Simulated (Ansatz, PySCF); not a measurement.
The pair A = CH3F (SMILES CF) (first 5 atoms), B = CH3Cl (SMILES CCl); geometry from B3LYP-D3(BJ)/def2-TZVP.
(charge 0, multiplicity 1):
```xyz
10

C     -0.5756    -0.1275    -0.2677
F      0.3347    -1.1337     0.0647
H     -1.4461    -0.5905    -0.7330
H     -0.8613     0.3941     0.6447
H     -0.0928     0.5570    -0.9655
C      0.7046    -0.9193     3.4070
Cl    -0.4496     0.4579     3.5196
H      0.7794    -1.2107     2.3648
H      1.6642    -0.5835     3.7880
H      0.3156    -1.7321     4.0125
```

Rows in 6-31G* carry no dispersion term and start afresh at each structure (6-31G* with six Cartesian d functions).

Codes used: Ansatz (an electronic-structure program) with Gaussian orbitals; PySCF for 6-31G* rows. Each number belongs to the level named beside it.

Total energies (hartree), monomers frozen at their geometry in the pair:

```csv
structure,HF/6-31G*,HF/aug-cc-pV(D+d)Z,B3LYP/6-31G*
AB,-638.1301432,-638.1832372,-639.8475985
A in the pair's basis,-139.0355487,-139.0575270,-139.7366690
B in the pair's basis,-499.0930581,-499.1242861,-500.1087386
A,-139.0336975,-139.0572807,-139.7336098
B,-499.0929165,-499.1240085,-500.1084431
```

Question: Work out the interaction energy without and with the counterpoise correction, and the superposition error, for each level.

Answer: 
E(AB) − E(A) − E(B), times 627.509 kcal/mol, with the monomers in their own basis and then in the pair's basis:
- HF/6-31G*: -2.21 uncorrected, -0.96 corrected; the monomers gain 1.25 kcal/mol from borrowed functions
- HF/aug-cc-pV(D+d)Z: -1.22 uncorrected, -0.89 corrected; the monomers gain 0.33 kcal/mol from borrowed functions
- B3LYP/6-31G*: -3.48 uncorrected, -1.37 corrected; the monomers gain 2.11 kcal/mol from borrowed functions
